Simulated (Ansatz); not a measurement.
**Match the barriers**

Saddle point of SiH5BrO, singlet (SiH₃BrO ([OH][SiH2][Br]) + H₂ → SiH₄O ([OH][SiH3]) + HBr; bonds formed: Si1–H7, Br2–H6; bonds broken: Si1–Br2, H6–H7), PBE0-D4/def2-TZVP structure:

```
8
angstrom
Si -0.5842 -0.1579 0.0020
Br 2.1168 -0.4086 -0.4229
H -0.6587 -1.3446 -0.8603
H -1.8851 0.5558 0.0004
O -0.2012 -0.1308 1.5718
H 0.6453 0.7660 -0.9684
H -0.1384 1.1313 -1.0715
H 0.7057 -0.4112 1.7490
```

Ansatz 0.2.0; basis: def2-TZVPP, with def2-QZVPP for the basis limit; cores frozen in the correlated methods. Filled d shells of the heavier atoms are correlated. The def2 sets are not built for correlating such inner shells, so the correlated values are less sure here. Extrapolation: Hartree–Fock as exp(−7.88 √X), correlation as X^−2.97. Four methods, as single points on the PBE0-D4 structures, gave these electronic barriers from the start structure: 168.0, 181.9, 206.2, 247.3 kJ/mol.

(1) The methods were, in alphabetical order, CCSD(T), HF, PBE-D4, PBE0-D4. Which gave which? (Judge from chemistry; the calculation decides.)

T1 diagnostic: at most 0.011.

Results:

(1) The calculation gives: PBE-D4 168.0; PBE0-D4 181.9; CCSD(T) 206.2; HF 247.3 kJ/mol. For comparison, CCSD(T) at an estimated basis limit (MP2 extrapolated from triple and quadruple zeta, plus CCSD(T) − MP2 in triple zeta) gives 202.6 kJ/mol.

Labels in which every atom is bracketed show which atoms are joined, not bond orders.

For scale, one of the runs: CCSD(T)/def2-TZVPP, 191 basis functions, launched by `ansatz run in.yaml --threads 4 --pin off --events-out ev --progress --plain --max-ram 9574MiB`. Time: 53 s of wall clock on 4 CPU threads of an Arm Neoverse V2; the host was shared. Peak host memory: 2.1 GiB.
